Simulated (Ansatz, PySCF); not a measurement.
Gas-phase reaction in SMILES: O=[Si]=O [dioxosilane] + [SiH4] (SiH4) -> 2 O=[SiH2]
Structures are relaxed separately at B3LYP-D3(BJ)/def2-TZVP in Ansatz (a quantum-chemistry and plane-wave program). Frequencies are from Ansatz or PySCF.

Property: bond separation energy (enthalpy at 298 K, with B3LYP-D3(BJ) rigid-rotor harmonic-oscillator terms), in kcal/mol. Cores are frozen in the correlated levels unless marked. No spin-orbit coupling. Non-relativistic. FCI takes restricted orbitals. CBS(X,Y): correlation extrapolated as X^-3; Hartree-Fock from the larger set.

| level | program | bond separation energy (kcal/mol) |
|---|---|---|
| PBE-D4/def2-TZVPD | Ansatz + dftd4 | … |
| PW6B95-D4/def2-TZVPD | PySCF + dftd4 | 11.1 |
| PW6B95/def2-TZVPD | PySCF | 11.2 |
| MN15/def2-TZVPD | PySCF | 11.6 |
| B2GP-PLYP/def2-TZVPD | Ansatz | … |
| PBE-QIDH/def2-TZVPD | Ansatz | … |
| CCSD/aug-cc-pV(D+d)Z | Ansatz | 11.1 |
| CCSD/cc-pV(D+d)Z | Ansatz | 12.2 |
| FCI/STO-3G | Ansatz | 22.1 |
| CCSD(T)/CBS(cc-pV(T+d)Z,cc-pV(Q+d)Z) | Ansatz | … |

Problem. Some entries are withheld; supply them.

Solution. 
- PBE-D4/def2-TZVPD, bond separation energy (kcal/mol): 12.5
- B2GP-PLYP/def2-TZVPD, bond separation energy (kcal/mol): 11.4
- PBE-QIDH/def2-TZVPD, bond separation energy (kcal/mol): 11.9
- CCSD(T)/CBS(cc-pV(T+d)Z,cc-pV(Q+d)Z), bond separation energy (kcal/mol): 11.7
